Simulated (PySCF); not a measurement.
C2H5Si (SMILES [CH2][Si]C), doublet, geometry from GFN2-xTB; CCSD(T)/6-31G* (PySCF).

The PySCF input:
```python
from pyscf import gto, scf, cc

mol = gto.M(
    atom='''
C     1.619531    0.058034   -0.236825
Si    0.027571   -0.315017    0.472483
C    -1.502968    0.337935   -0.469540
H     2.495960   -0.475299    0.103558
H     1.840540    1.092950   -0.474181
H    -1.256943    1.273141   -0.968342
H    -1.816886   -0.374912   -1.228376
H    -2.348043    0.518546    0.190768
''',
    basis='6-31g*',
    charge=0,
    spin=1,
    verbose=4,
)

mf = scf.UHF(mol)
mf.kernel()

mycc = cc.CCSD(mf)
mycc.kernel()
et = mycc.ccsd_t()
print('E(CCSD(T)) = %.10f' % (mycc.e_tot + et))
```

Output, abridged:

```
PySCF version 2.14.0

[INPUT] verbose = 4
[INPUT] num. atoms = 8
[INPUT] num. electrons = 31
[INPUT] charge = 0
[INPUT] spin (= nelec alpha-beta = 2S) = 1
[INPUT] symmetry False subgroup None
[INPUT] Mole.unit = angstrom
[INPUT] Symbol           X                Y                Z      unit          X                Y                Z       unit  Magmom
[INPUT]  1 C      1.619531000000   0.058034000000  -0.236825000000 AA    3.060470040243   0.109668365913  -0.447534389450 Bohr   0.0
[INPUT]  2 Si     0.027571000000  -0.315017000000   0.472483000000 AA    0.052101638980  -0.595295854582   0.892863468513 Bohr   0.0
[INPUT]  3 C     -1.502968000000   0.337935000000  -0.469540000000 AA   -2.840197893985   0.638604597905  -0.887302004528 Bohr   0.0
[INPUT]  4 H      2.495960000000  -0.475299000000   0.103558000000 AA    4.716680817869  -0.898184937280   0.195696258008 Bohr   0.0
[INPUT]  5 H      1.840540000000   1.092950000000  -0.474181000000 AA    3.478116521307   2.065376167843  -0.896072223472 Bohr   0.0
[INPUT]  6 H     -1.256943000000   1.273141000000  -0.968342000000 AA   -2.375278024189   2.405887807955  -1.829901174914 Bohr   0.0
[INPUT]  7 H     -1.816886000000  -0.374912000000  -1.228376000000 AA   -3.433416939557  -0.708481000813  -2.321294217989 Bohr   0.0
[INPUT]  8 H     -2.348043000000   0.518546000000   0.190768000000 AA   -4.437158198702   0.979909922989   0.360499273331 Bohr   0.0

nuclear repulsion = 89.9818805773896
number of shells = 30
number of NR pGTOs = 125
number of NR cGTOs = 56
basis = 6-31g*
ecp = {}

******** <class 'pyscf.scf.uhf.UHF'> ********
method = UHF
initial guess = minao
damping factor = 0
level_shift factor = 0
DIIS = <class 'pyscf.scf.diis.CDIIS'>
diis_start_cycle = 1
diis_space = 8
diis_damp = 0
SCF conv_tol = 1e-09
SCF conv_tol_grad = None
SCF max_cycles = 50
direct_scf = True
direct_scf_tol = 1e-13
number electrons alpha = 16  beta = 15
Set gradient conv threshold to 3.16228e-05
init E= -367.512094386835

cycle= 1 E= -367.411555432391  delta_E= 0.101  |g|=  0.2  |ddm|= 1.69
cycle= 2 E= -367.448162607875  delta_E= -0.0366  |g|= 0.0913  |ddm|= 0.352
cycle= 3 E= -367.45536595933  delta_E= -0.0072  |g|= 0.0453  |ddm|= 0.126
cycle= 4 E= -367.458800310016  delta_E= -0.00343  |g|= 0.0214  |ddm|= 0.0947
cycle= 5 E= -367.460980507415  delta_E= -0.00218  |g|= 0.0199  |ddm|= 0.0721
cycle= 6 E= -367.462439844112  delta_E= -0.00146  |g|= 0.0199  |ddm|= 0.0465
cycle= 7 E= -367.462488320837  delta_E= -4.85e-05  |g|= 0.0199  |ddm|= 0.00152
cycle= 8 E= -367.455855883259  delta_E= 0.00663  |g|= 0.0136  |ddm|= 0.249
cycle= 9 E= -367.454494884232  delta_E= 0.00136  |g|= 0.00949  |ddm|= 0.136
cycle= 10 E= -367.454759276601  delta_E= -0.000264  |g|= 0.0049  |ddm|= 0.0337
cycle= 11 E= -367.454792454262  delta_E= -3.32e-05  |g|= 0.00333  |ddm|= 0.0283
cycle= 12 E= -367.454834068526  delta_E= -4.16e-05  |g|= 0.0026  |ddm|= 0.0214
cycle= 13 E= -367.454852390965  delta_E= -1.83e-05  |g|= 0.00113  |ddm|= 0.0133
cycle= 14 E= -367.454844160363  delta_E= 8.23e-06  |g|= 0.000993  |ddm|= 0.0226
cycle= 15 E= -367.454842351812  delta_E= 1.81e-06  |g|= 0.00035  |ddm|= 0.0107
cycle= 16 E= -367.4548423755  delta_E= -2.37e-08  |g|= 0.000117  |ddm|= 0.00271
cycle= 17 E= -367.454842419562  delta_E= -4.41e-08  |g|= 5.42e-05  |ddm|= 0.000513
cycle= 18 E= -367.454842431435  delta_E= -1.19e-08  |g|= 2.88e-05  |ddm|= 0.00032
cycle= 19 E= -367.454842434297  delta_E= -2.86e-09  |g|= 1.37e-05  |ddm|= 0.000156
cycle= 20 E= -367.454842435181  delta_E= -8.84e-10  |g|= 5.86e-06  |ddm|= 8.89e-05
Extra cycle  E= -367.454842435266  delta_E= -8.53e-11  |g|= 4.2e-06  |ddm|= 1.26e-05
converged SCF energy = -367.454842435266  <S^2> = 0.78657839  2S+1 = 2.0362499

******** <class 'pyscf.cc.uccsd.UCCSD'> ********
CC2 = 0
CCSD nocc = (np.int64(16), np.int64(15)), nmo = (56, 56)
max_cycle = 50
direct = 0
conv_tol = 1e-07
conv_tol_normt = 1e-06
diis_space = 6
diis_start_cycle = 0
diis_start_energy_diff = 1e+09
Init t2, MP2 energy = -0.343101225580629
Init E_corr(UCCSD) = -0.343101225609298
cycle = 1  E_corr(UCCSD) = -0.36549703809148  dE = -0.0223958125  norm(t1,t2) = 0.0920513
cycle = 2  E_corr(UCCSD) = -0.377361679346951  dE = -0.0118646413  norm(t1,t2) = 0.037345
cycle = 3  E_corr(UCCSD) = -0.38199776897547  dE = -0.00463608963  norm(t1,t2) = 0.0220047
cycle = 4  E_corr(UCCSD) = -0.38373878386916  dE = -0.00174101489  norm(t1,t2) = 0.0111403
cycle = 5  E_corr(UCCSD) = -0.383355442043347  dE = 0.000383341826  norm(t1,t2) = 0.00767592
cycle = 6  E_corr(UCCSD) = -0.383465415926935  dE = -0.000109973884  norm(t1,t2) = 0.00478954
cycle = 7  E_corr(UCCSD) = -0.383738100159135  dE = -0.000272684232  norm(t1,t2) = 0.00277193
cycle = 8  E_corr(UCCSD) = -0.383728101618681  dE = 9.99854045e-06  norm(t1,t2) = 0.00134046
cycle = 9  E_corr(UCCSD) = -0.38372315440781  dE = 4.94721087e-06  norm(t1,t2) = 0.000838774
cycle = 10  E_corr(UCCSD) = -0.383721888599261  dE = 1.26580855e-06  norm(t1,t2) = 0.000487186
cycle = 11  E_corr(UCCSD) = -0.38372118476686  dE = 7.03832401e-07  norm(t1,t2) = 0.000298733
cycle = 12  E_corr(UCCSD) = -0.383718229025172  dE = 2.95574169e-06  norm(t1,t2) = 0.000169377
cycle = 13  E_corr(UCCSD) = -0.383716005519135  dE = 2.22350604e-06  norm(t1,t2) = 8.60342e-05
cycle = 14  E_corr(UCCSD) = -0.383715547501855  dE = 4.58017279e-07  norm(t1,t2) = 4.57297e-05
cycle = 15  E_corr(UCCSD) = -0.383715306448657  dE = 2.41053198e-07  norm(t1,t2) = 3.32476e-05
cycle = 16  E_corr(UCCSD) = -0.38371497537075  dE = 3.31077907e-07  norm(t1,t2) = 2.38481e-05
cycle = 17  E_corr(UCCSD) = -0.383714552922843  dE = 4.22447908e-07  norm(t1,t2) = 1.54521e-05
cycle = 18  E_corr(UCCSD) = -0.383714144287821  dE = 4.08635022e-07  norm(t1,t2) = 9.42848e-06
cycle = 19  E_corr(UCCSD) = -0.38371397557658  dE = 1.68711241e-07  norm(t1,t2) = 5.39675e-06
cycle = 20  E_corr(UCCSD) = -0.383713877585357  dE = 9.79912224e-08  norm(t1,t2) = 3.9653e-06
cycle = 21  E_corr(UCCSD) = -0.383713828813345  dE = 4.87720119e-08  norm(t1,t2) = 2.49213e-06
cycle = 22  E_corr(UCCSD) = -0.383713843453283  dE = -1.46399375e-08  norm(t1,t2) = 1.37972e-06
cycle = 23  E_corr(UCCSD) = -0.383713848995565  dE = -5.54228241e-09  norm(t1,t2) = 8.089e-07
UCCSD converged
E(UCCSD) = -367.8385562842619  E_corr = -0.3837138489955653
UCCSD(T) correction = -0.0146051742627449
E(CCSD(T)) = -367.8531614585
```
